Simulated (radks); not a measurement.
Q: Species: Hg4+. Configuration: [Xe] 4f14 5d8. Calculated with a radial shooting solver on a logarithmic mesh with Libxc functionals: Dirac Kohn-Sham, exchange-only B88, spin-unpolarised, spherical densities, point nucleus; open shells are shared between the two j in proportion to 2j + 1. Some entries of the table are withheld. Estimate them.

orbital,occ.,eigenvalue (Ry),r(max) (bohr)
1s1/2,2,-6108.197,0.01022
2s1/2,2,-1084.686,0.05934
2p1/2,2,-1040.703,0.04361
2p3/2,4,-897.4794,0.05110
3s1/2,2,-260.1412,0.1670
3p1/2,2,-240.3689,0.1558
3p3/2,4,-208.6442,0.1710
3d3/2,4,-175.9752,(1)
3d5/2,6,-169.1788,(2)
4s1/2,2,-60.02339,0.3761
4p1/2,2,-51.55328,0.3741
4p3/2,4,-43.88933,0.4052
4d3/2,4,(3),0.3975
4d5/2,6,(4),0.4071
5s1/2,2,-12.26969,0.8271
4f5/2,6,-10.84191,0.3641
4f7/2,8,-10.53328,0.3687
5p1/2,2,-9.45593,(5)
5p3/2,4,-8.07914,(6)
5d3/2,3.2,-4.20357,1.116
5d5/2,4.8,-4.04098,1.148
6s1/2,0,-3.29717,1.940
6p1/2,0,-2.61317,2.188
6p3/2,0,-2.40494,2.375

A: 
(1) 3d3/2 r(max) (bohr): 0.1330
(2) 3d5/2 r(max) (bohr): 0.1372
(3) 4d3/2 eigenvalue (Ry): -30.06469
(4) 4d5/2 eigenvalue (Ry): -28.63622
(5) 5p1/2 r(max) (bohr): 0.8709
(6) 5p3/2 r(max) (bohr): 0.9485
